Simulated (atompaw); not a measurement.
# Before and after: PAW (atompaw) potential for caesium

Cs, PAW, made with atompaw 4.2.0.5 (PBEsol, non-relativistic). Core [Kr] 4d10, reference 5s2 5p6 5d0 6s1 6p0. Waves: 5s (bound): rc 3.00 bohr; 6s (bound): rc 3.00 bohr; 5p (bound): rc 2.20 bohr; 6p (bound, empty): rc 3.00 bohr; 5d (bound, empty): rc 3.00 bohr; 5d channel at 2.4 Ry: rc 3.00 bohr. Local part: bessel scheme, radius 2.85 bohr. Core correction: smooth core density matched at 2.65 bohr. Augmentation charge: besselshape compensation charge, radius 2.35 bohr; PAW radius 3.00 bohr; waves and projectors: custom polynom2 7 10 vanderbiltortho.

Change: all radii scaled by about 1.12 (s 3.36, p 2.46, d 3.36 bohr); local potential bessel scheme, radius 3.18 bohr; augmentation besselshape compensation charge, radius 2.64 bohr; PAW radius 3.36 bohr; waves and projectors: custom polynom2 7 10 vanderbiltortho; core correction smooth core density matched at 2.96 bohr.

Cutoffs: the cutoffs (Ry, on a coarse ladder) from which the occupation-weighted sum of valence levels, in a spherical-Bessel basis at the reference potential, stays within 10 and 1 mRy of its value at 400 Ry; they do not see the model core or the augmentation charge, which bear on the density cutoff.

Question: What does the change do?

Answer: The potential gets harder (12 Ry and 25 Ry → 25 Ry and 55 Ry); neither file shows a bound ghost.

| quantity | base | changed |
| --- | --- | --- |
| cutoff, loose | 12 Ry | 25 Ry |
| cutoff, tight | 25 Ry | 55 Ry |
| loose cutoff by channel (10 mRy a level) | s 8 Ry, p 8 Ry | s 6 Ry, p 12 Ry |
| bound ghosts | none | none |
| lowest overlap eigenvalue by channel | s 0.75, p 0.32, d 0.85 | s 0.73, p 0.41, d 0.83 |

 The cutoffs see the waves, projectors and local potential, not the compensation charge or the core.
